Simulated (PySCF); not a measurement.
Atomic charges by several schemes

C₆H₈NOP.
Structure used (GFN2-xTB), in Å, numbered top down from 1:
```
atom  x, y, z in Å
C1    -3.1303    0.1961    0.4151
O2    -2.3091   -0.3460   -0.5916
C3    -0.9570   -0.2561   -0.4596
C4    -0.3134    0.3461    0.6187
N5     0.9963    0.4364    0.7682
C6     1.8676   -0.0306   -0.0881
C7     3.3126    0.1711    0.2661
P8     1.4946   -0.8608   -1.6010
C9    -0.2260   -0.8209   -1.5013
H10   -2.9567   -0.2893    1.3807
H11   -2.9827    1.2760    0.5167
H12   -4.1519    0.0006    0.0925
H13   -0.8762    0.7897    1.4290
H14    3.3853    0.5968    1.2635
H15    3.7840    0.8483   -0.4453
H16    3.8501   -0.7752    0.2328
H17   -0.7943   -1.2702   -2.3064
```

Density: PBE0/pcSseg-1 (PySCF); schemes: Mulliken, IAO, Hirshfeld and ESP-fitted. Geometry: GFN2-xTB, one conformer, isolated molecule.

**Question.** Atoms with like bonding are taken together and averaged. For which atoms does the sign change between the 4 schemes (beyond +0.03 e in one, beyond −0.03 e in another)?

**Answer.** C4, C6 and P8.

**Question.** At which atom do the 4 schemes differ most?

**Answer.** At C6: from -0.286 (Mulliken) to +0.639 e (ESP-fitted), 0.925 e apart.

**Question.** Give the atomic charges in each scheme.

**Answer.** In e; atoms taken as equivalent share a row and are averaged (×n: the atom named and its like, n in all):

| atom | environment | Mulliken | IAO | Hirshfeld | ESP-fitted |
| --- | --- | --- | --- | --- | --- |
| C1 | methoxy carbon | -0.044 | -0.209 | -0.030 | -0.041 |
| O2 | aryl ether oxygen | -0.479 | -0.326 | -0.105 | -0.283 |
| C3 | aromatic carbon bearing oxygen | +0.205 | +0.183 | +0.069 | -0.007 |
| C4 | aromatic CH next to a ring nitrogen | +0.081 | -0.073 | -0.012 | +0.314 |
| N5 | pyridine-type nitrogen | -0.376 | -0.256 | -0.148 | -0.687 |
| C6 | substituted aromatic carbon | -0.286 | -0.073 | +0.011 | +0.639 |
| C7 | benzylic-type carbon | -0.180 | -0.433 | -0.131 | -0.547 |
| P8 | phosphorus bonded to 2 C | +0.465 | +0.326 | +0.085 | -0.253 |
| C9 | aromatic CH carbon | -0.388 | -0.385 | -0.115 | -0.060 |
| H10/H11/H12 | methyl hydrogen | +0.123 | +0.148 | +0.051 | +0.083 |
| H13 | aromatic hydrogen | +0.098 | +0.154 | +0.043 | +0.068 |
| H14/H15/H16 | methyl hydrogen | +0.130 | +0.157 | +0.044 | +0.149 |
| H17 | aromatic hydrogen | +0.144 | +0.179 | +0.049 | +0.161 |

Mean size of the charges over all atoms: ESP-fitted 0.221 e, IAO 0.207 e, Mulliken 0.206 e, Hirshfeld 0.064 e. Each set sums to the total charge, 0, to within 0.001 e. The ESP scheme fits charges at the nuclei, held to the total charge, to the electrostatic potential on points at 1.4 to 2.0 times the van der Waals radii.

Some averages cover members that differ in this geometry: H10/H11/H12, ESP-fitted +0.070 to +0.106; H10/H11/H12, IAO +0.137 to +0.169 e.

**Question.** Sum the charges by element, for elements with more than one atom.

**Answer.** 
```json
{"element": "C", "atoms": "6", "Mulliken": "-0.612", "IAO": "-0.991", "Hirshfeld": "-0.209", "ESP-fitted": "+0.299"}
{"element": "H", "atoms": "8", "Mulliken": "+1.002", "IAO": "+1.247", "Hirshfeld": "+0.377", "ESP-fitted": "+0.925"}
```

**Question.** How closely do the schemes follow one another over all atoms?

**Answer.** Correlation coefficient and root-mean-square difference: IAO with Hirshfeld 0.96, 0.160 e; Mulliken with IAO 0.88, 0.116 e; Mulliken with Hirshfeld 0.87, 0.185 e; Hirshfeld with ESP-fitted 0.62, 0.262 e; IAO with ESP-fitted 0.45, 0.285 e; Mulliken with ESP-fitted 0.29, 0.330 e.
